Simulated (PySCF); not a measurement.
RbLi: frontier orbitals

r²SCAN at R = 3.569 Å; basis Rb def2-SVPD with ECP28, Li def2-SVPD; scalar-relativistic core potentials; PySCF 2.14. State: ¹Σ⁺ (singlet), closed shell. Only the outer orbitals are listed, counted within each symmetry, core potentials removing the inner ones.

```tsv
orbital	occ.	ε (eV)	on Rb (%)	main shells (%)
1σ	2	-52.20	0	100 Li s
2σ	2	-33.48	100	100 Rb s
1π	2	-16.59	100	100 Rb p
1π	2	-16.59	100	100 Rb p
3σ	2	-16.54	100	100 Rb p
4σ	2	-2.71	55	47 Rb s, 44 Li s
5σ	0	-1.46	59	47 Rb s, 30 Li s, 12 Rb p
2π	0	-0.87	43	57 Li p, 35 Rb p
2π	0	-0.87	43	57 Li p, 35 Rb p
```

Which are the highest filled and the lowest empty level, where do they sit, and how wide is the gap?

Highest filled 4σ at -2.71 eV (in %: 47 Rb s, 44 Li s); lowest empty 5σ at -1.46 eV (in %: 47 Rb s, 30 Li s, 12 Rb p); the gap at r²SCAN is 1.25 eV.

| Quantity | Value |
| --- | --- |
| bond order (Mayer) | 0.99 |
| ⟨S²⟩ | 0.000 |
| charge on Rb (Mulliken, basis-dependent) | -0.10 |
| charge on Rb (Löwdin, basis-dependent) | 0.08 |
| dipole moment (positive dipole means Rb(−)Li(+)) | -3.66 D |

Closed-shell solutions of metal pairs were not tested for spin polarisation, which can lower them a little.
